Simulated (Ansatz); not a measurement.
Relaxation of CH$_{8}$ClNSi$_{2}$ (13 atoms, charge 0, multiplicity 1), to a largest force component of 0.015 eV/Å in at most 40 steps.

The calculation used RKS PBE0-D4/cc-pVDZ in Ansatz.

```xyz
13
Properties=species:S:1:pos:R:3:forces:R:3
N -0.185 1.978 1.308 -0.91 0.22 3.16
C -0.590 0.925 0.386 1.48 0.67 0.68
Si 0.741 -0.346 0.288 1.18 -0.20 0.52
Si 0.135 -2.031 -1.088 -2.00 -0.87 0.25
Cl -0.423 -1.309 -2.952 0.05 0.27 -0.44
H -0.725 1.803 2.246 1.33 0.54 -2.14
H 0.798 1.873 1.608 -0.39 0.13 -0.29
H -1.471 0.480 0.739 -1.77 -0.91 0.41
H -0.785 1.358 -0.565 -0.34 0.39 -1.43
H 2.022 0.281 -0.206 -0.12 0.02 0.02
H 1.076 -0.898 1.674 -0.22 0.10 -0.34
H 1.135 -3.062 -1.272 0.61 -0.71 -0.16
H -1.215 -2.665 -0.566 1.09 0.34 -0.24
```

Where does it end, and by what steps?

It converged. The force dipped under the threshold on the way, but the program's further checks kept it going. After 9 steps the energy has fallen by 0.564 eV; H7 moved furthest, 0.78 Å.

| step | energy less start (eV) | largest force component (eV/Å) | accepted |
| --- | --- | --- | --- |
| 0 | 0.0000 | 3.164 | yes |
| 1 | -0.3968 | 1.097 | yes |
| 2 | -0.4723 | 0.377 | yes |
| 3 | -0.5123 | 0.408 | yes |
| 4 | -0.5444 | 0.206 | yes |
| 5 | -0.5609 | 0.110 | yes |
| 6 | -0.5631 | 0.066 | yes |
| 7 | -0.5635 | 0.023 | yes |
| 8 | -0.5637 | 0.012 | yes |
| 9 | -0.5638 | 0.011 | yes |

```xyz
13
Properties=species:S:1:pos:R:3
N -0.287 2.048 1.402
C -0.633 0.955 0.495
Si 0.668 -0.443 0.406
Si 0.102 -2.129 -1.128
Cl -0.314 -1.169 -2.954
H -0.130 1.681 2.342
H 0.605 2.459 1.123
H -1.606 0.531 0.795
H -0.790 1.359 -0.519
H 1.991 0.140 -0.005
H 0.843 -1.052 1.771
H 1.201 -3.114 -1.388
H -1.136 -2.878 -0.740
```

Run time: 36 s on 2 threads of Intel(R) Xeon(R) Platinum 8488C (Sapphire Rapids) (shared host), peak memory 0.34 GiB.
